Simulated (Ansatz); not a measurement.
Basis sets compared for the cluster Sn4Cl4. The state is a singlet with charge 0. Geometry PBE0-D4/def2-SVP. Ansatz on 4 threads of Intel Xeon on a shared host; times are rough, and most runs start from earlier orbitals.

```xyz
8

Sn   -1.954    0.105    0.599
Sn   -1.221   -1.092   -2.472
Sn    0.484    0.925   -1.076
Sn    0.740    2.184    1.683
Cl    0.663   -1.776   -3.793
Cl    2.397    0.483    2.108
Cl   -1.149    0.771    2.944
Cl    0.041   -1.598    0.008
```

In the def2 sets Sn takes a core potential; there is no spin–orbit coupling. Another isomer (singlet) lies 0.79 eV lower at PBE0-D4/def2-TZVP; other spin states weren't run for this one.

Binding counts from free atoms (Sn triplet, Cl doublet) in the same basis, without a counterpoise term.

| level | functions | energy (Eh) | HOMO (eV) | LUMO (eV) | binding per atom (eV) | wall time |
| --- | --- | --- | --- | --- | --- | --- |
| PBE-D4/def2-SVP | 176 | -2696.9906 | -4.94 | -3.45 | 2.81 | 6 s |
| PBE0-D4/def2-SVP | 176 | -2697.1546 | -5.76 | -2.84 | 2.66 | 12 s |

**Question.** Estimate the rows for PBE-D4/def2-TZVP (with forces), PBE0-D4/def2-TZVP.

**Answer.** 
| level | functions | energy (Eh) | HOMO (eV) | LUMO (eV) | binding per atom (eV) | wall time |
| --- | --- | --- | --- | --- | --- | --- |
| PBE-D4/def2-TZVP (with forces) | 348 | -2697.6562 | -5.04 | -3.54 | 2.81 | 17 s |
| PBE0-D4/def2-TZVP | 348 | -2697.8114 | -5.82 | -2.89 | 2.68 | 42 s |
